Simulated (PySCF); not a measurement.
Rows and methods have been separated. Pair them.

Species: C2H7ClO2Si.
Atom-mapped SMILES: `[CH3:1][O:2][SiH:3]([Cl:4])[O:5][CH3:6]` (hydrogens: H7, H8, H9 on C1; H10 on Si3; H11, H12, H13 on C6)

The closed-shell ground state was solved 7 times with PySCF (density fitting, gas phase), always in the pcSseg-1 basis (151 functions), with these functionals: B97-2, BLYP, CAM-B3LYP, HF, LC-wPBE, mPW1PW91 and wB97X-D. One conformer (not necessarily the lowest) at the PBE0-D3(BJ)/def2-SVP geometry, without solvent, vibrations or thermal averaging.

```
row  total energy (Eh)  HOMO (eV)  LUMO (eV)  dipole (D)
  P          -980.6024      -8.66       1.18        1.44
  Q          -980.5600      -6.87       0.38        1.38
  R          -980.2860     -11.43       3.42        1.49
  S          -980.5503     -10.55       2.97        1.47
  T          -978.0196     -12.48       4.24        1.52
  U          -980.5660     -10.04       2.13        1.45
  V          -980.5934      -8.34       1.18        1.43
```

Which functional belongs to which row?

P = mPW1PW91, Q = BLYP, R = LC-wPBE, S = wB97X-D, T = HF, U = CAM-B3LYP, V = B97-2. By rising HOMO–LUMO gap: BLYP (GGA) 7.25 eV; B97-2 (global hybrid, 21 % exact exchange) 9.52 eV; mPW1PW91 (global hybrid, 25 % exact exchange) 9.84 eV; CAM-B3LYP (range-separated hybrid) 12.17 eV; wB97X-D (range-separated hybrid) 13.52 eV; LC-wPBE (range-separated hybrid) 14.85 eV; HF (all exact exchange) 16.72 eV. Total energies of different functionals aren't bounds to one another; each is stationary for its own functional.

Conformer computed: `[CH3:1][O:2][SiH:3]([Cl:4])[O:5][CH3:6]`: C1–O2–Si3–Cl4 -45°, O2–Si3–O5–C6 61°.

The pairwise dispersion term of wB97X-D wasn't added to the energies; at a given geometry it leaves orbitals and properties as they are.
